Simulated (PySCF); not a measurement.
In2(mu-Cl)2(F)4, Cl2F4In2, singlet (PBE0/def2-SVP optimised geometry):

```
8

In     0.802     1.613     0.000
In    -0.802    -1.611     0.000
Cl     0.002     0.000     1.762
F      2.737     1.613     0.000
F     -0.367     3.155     0.000
Cl     0.000     0.000    -1.762
F      0.365    -3.155     0.000
F     -2.737    -1.608     0.001
```

Computed with PBE0/def2-TZVP, def2 effective core potentials past Kr (PySCF 2.14.0).

### Question
What are the frontier orbital energies and the dipole moment?

### Answer
HOMO-2 -10.97 eV, HOMO-1 -10.94 eV, HOMO -10.87 eV, LUMO -3.59 eV, LUMO+1 -3.11 eV; dipole moment 0.00 D.

On the same geometry PBE/def2-TZVP, def2 effective core potentials past Kr in PySCF gives HOMO-2 -9.20 eV, HOMO-1 -9.18 eV, HOMO -9.18 eV, LUMO -4.46 eV, LUMO+1 -4.04 eV; dipole moment 0.00 D.
